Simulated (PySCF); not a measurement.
CH₃AlBrFO, SMILES [O](C)[Al]([F])[Br]. Atoms are numbered in the order given.

```xyz
8

Al     0.6792     0.5165     0.0000
F      2.3329     0.5056     0.0000
Br    -0.4293    -1.4315     0.0000
O     -0.1128     1.9938     0.0000
C     -1.4225     2.4922     0.0000
H     -1.5905     3.1213    -0.8914
H     -1.5905     3.1213     0.8914
H     -2.1826     1.6894     0.0000
```
Charge 0, spin multiplicity 1.

Coordinates come from a B3LYP-D3(BJ)/def2-SVP optimisation. The values are those of a single conformer.

All values below come from IEF-PCM-PBE0/def2-SVP (PySCF).

The values are the electrostatic part of the solvation free energy, E(continuum) − E(gas) at the gas-phase geometry, in a cavity of scaled van der Waals radii (PySCF's table); cavitation and dispersion terms are not included. A continuum can't describe solvent molecules that bind to the metal. In vacuum the orbital gap is 7.63 eV. The dipole moment in vacuum is 2.15 D.

**Question.** Estimate the values in water (ε = 78.36), acetonitrile (ε = 35.69), dimethylsulfoxide (ε = 46.83). (The exact figures need the calculation; the answer reports its results.)

**Answer.** 
```csv
solvent,ε,ΔG(elec) (kcal/mol),dipole (D),gap (eV)
water,78.36,-6.5,2.41,7.71
acetonitrile,35.69,-6.3,2.41,7.71
dimethylsulfoxide,46.83,-6.4,2.41,7.71
```
